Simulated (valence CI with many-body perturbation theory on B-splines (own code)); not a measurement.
Sensitivity of CI+MBPT for Sm³⁰⁺

Computed by configuration interaction combined with many-body perturbation theory (CI+MBPT): four valence electrons over a frozen Dirac-Fock core [Ar] 3d10, a basis of 6 s, 6 p, 5 d, 3 f, 1 g functions for each j, with the one-electron correlation potential Σ1, the two-electron term Σ2, the three-electron term Σ3, Breit, model QED; selected CI, second order for the rest, scaled by the run's own slope (own B-spline code, finite nucleus).

No measured spectrum was set against this ion. As an estimate, large intervals hold to a few tenths of a per cent, small ones and those within an open d or f shell to about a per cent.

The reference run has the lowest level (4s^2 4p1/2^2) J=0 and an ionisation energy of 1182.00 eV. Its largest variational space holds 10000 state functions.

Levels are named by their leading jj configuration (3d3/2^4 stands for four electrons in 3d with j = 3/2), which in mixed levels can hold well under half, so a name can repeat and another be missing. Letters in brackets count levels of one name in rising energy.

Changed runs:
A. size limit of the variational space 10000 → 3000
B. hole-hole ladder in Σ2 on → off
C. averaging of valence orbitals over low configurations on → off
D. scale of Σ2 1 → -1 (bad on purpose)

Excitation energies of the reference run in cm⁻¹, and shifts in cm⁻¹:

```tsv
Level	Reference	A	B	C	D
(4s^2 4p1/2 4p3/2) J=1	267442	+0.4	-47	+2.8	-2133
(4s^2 4p1/2 4p3/2) J=2	293489	0	-17	+1.2	-1308
(4s^2 4p3/2^2) J=2	580539	-0.1	-38	+3.2	-2980
(4s^2 4p3/2^2) J=0	638866	0	+41	+1.7	-903
(4s 4p1/2^2 4p3/2) J=2	806789	-1.1	-76	+4.9	-5454
(4s 4p1/2^2 4p3/2) J=1	897065	-0.8	-4.7	+2.5	+1634
(4s 4p1/2 4p3/2^2) J=2 [a]	1053520	-0.7	-112	+7.1	-8289
(4s 4p1/2 4p3/2^2) J=3	1104330	-0.8	-74	+5.4	-5957
(4s^2 4p1/2 4d3/2) J=2	1147180	-2.2	-55	+1.9	-2534
(4s 4p1/2 4p3/2^2) J=0	1158100	0	-6.0	+4.8	-2966
(4s 4p1/2 4p3/2^2) J=1 [a]	1182260	-0.8	-19	+4.3	+1047
(4s 4p1/2 4p3/2^2) J=1 [b]	1223000	-1.3	+36	+2.7	+10918
Ionisation energy (eV)	1182.00	0	-0.024	+0.00053	-0.11
```
